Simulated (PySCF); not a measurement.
# Energy of Br⁻ (bromine, charge -1) between two integer charges

The 4p beta orbital of [Kr] is emptied in steps (occupation f), with all orbitals relaxed, ending at [Ar] 3d10 4s2 4p5. Computed with PySCF 2.14 in aug-cc-pVDZ-PP with ECP10MDF, with a scalar-relativistic core potential. The exact energy is a straight line in f; departures are measured from the line between the end points of the same method.

| f | UHF (eV) | LDA (eV) | PBE (eV) | PBE0 (eV) | r2SCAN (eV) | LC-wPBE (eV) | BHandHLYP (eV) | B3LYP (eV) | BLYP (eV) |
| --- | --- | --- | --- | --- | --- | --- | --- | --- | --- |
| 1 | 0.000 | 0.000 | 0.000 | 0.000 | 0.000 | 0.000 | 0.000 | 0.000 | 0.000 |
| 0.8 | 0.197 | -0.609 | -0.588 | -0.399 | -0.551 | 0.026 | -0.217 | -0.447 | -0.594 |
| 0.6 | 0.278 | -0.928 | -0.893 | -0.606 | -0.826 | 0.033 | -0.336 | -0.681 | -0.905 |
| 0.4 | 0.262 | -0.941 | -0.902 | -0.611 | -0.824 | 0.030 | -0.345 | -0.690 | -0.917 |
| 0.2 | 0.166 | -0.634 | -0.606 | -0.410 | -0.548 | 0.019 | -0.236 | -0.465 | -0.618 |
| 0 | 0.000 | 0.000 | 0.000 | 0.000 | 0.000 | 0.000 | 0.000 | 0.000 | 0.000 |

```csv
method,E(f=0) − E(f=1) (eV),−ε at f=1 (eV),−ε at f=0.4 (eV)
UHF,2.428,3.744,2.137
LDA,3.744,0.003,4.468
PBE,3.486,-0.137,4.197
PBE0,3.450,0.990,3.937
r2SCAN,3.514,0.091,4.215
LC-wPBE,3.400,3.589,3.361
BHandHLYP,3.339,2.027,3.583
B3LYP,3.532,0.786,4.064
BLYP,3.402,-0.252,4.109
```

Orbital energy along the path (eV):

| f | UHF | LDA | PBE | PBE0 | r2SCAN | LC-wPBE | BHandHLYP | B3LYP | BLYP |
| --- | --- | --- | --- | --- | --- | --- | --- | --- | --- |
| 1 | -3.744 | -0.003 | 0.137 | -0.990 | -0.091 | -3.589 | -2.027 | -0.786 | 0.252 |
| 0.8 | -3.103 | -1.410 | -1.242 | -1.927 | -1.442 | -3.477 | -2.490 | -1.820 | -1.127 |
| 0.6 | -2.577 | -2.903 | -2.692 | -2.914 | -2.832 | -3.407 | -3.013 | -2.916 | -2.584 |
| 0.4 | -2.137 | -4.468 | -4.197 | -3.937 | -4.215 | -3.361 | -3.583 | -4.064 | -4.109 |
| 0.2 | -1.764 | -6.090 | -5.737 | -4.978 | -5.573 | -3.325 | -4.194 | -5.252 | -5.688 |
| 0 | -1.443 | -7.748 | -7.293 | -6.026 | -6.935 | -3.287 | -4.849 | -6.471 | -7.304 |

At f = 1 the orbital energy is positive for PBE, BLYP: only the finite basis holds the electron.

Reference removal energy between the ground levels: 3.364 eV (measured; photodetachment measurements, as compiled on the Wikipedia data page of electron affinities). The calculation has no spin-orbit coupling. UHF lacks correlation.
